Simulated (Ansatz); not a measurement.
Mulliken charges of `Cl[SiH2][SbH2]` from r2SCAN/def2-TZVPP in Ansatz (PBE0-D4/def2-TZVP geometry).

```csv
atom,x (Å),y (Å),z (Å),charge (e)
Cl1,-1.838,-1.155,0.464,-0.251
Si2,-0.557,-0.092,-0.750,0.326
Sb3,1.568,0.693,0.460,0.210
H4,-0.190,-0.970,-1.889,-0.066
H5,-1.304,1.084,-1.265,-0.066
H6,0.628,1.228,1.780,-0.076
H7,1.753,-0.855,1.155,-0.076
```

Problem. By hand: the dipole of these point charges (1 e Å = 4.8032 D).

Solution. Σ q r = (0.527, 0.370, -0.279) e Å, of length 0.702 e Å = 3.37 D.

Problem. How does the dipole of the full density compare? (An estimate is asked.)

Solution. Computed: (0.217, 0.154, -0.121) e Å, 1.40 D; the point charges give 2.41 times that, at 1° from its direction.

Point charges leave out the atoms' own dipoles, such as those of lone pairs, and Mulliken's split depends on the basis, so the two needn't agree.
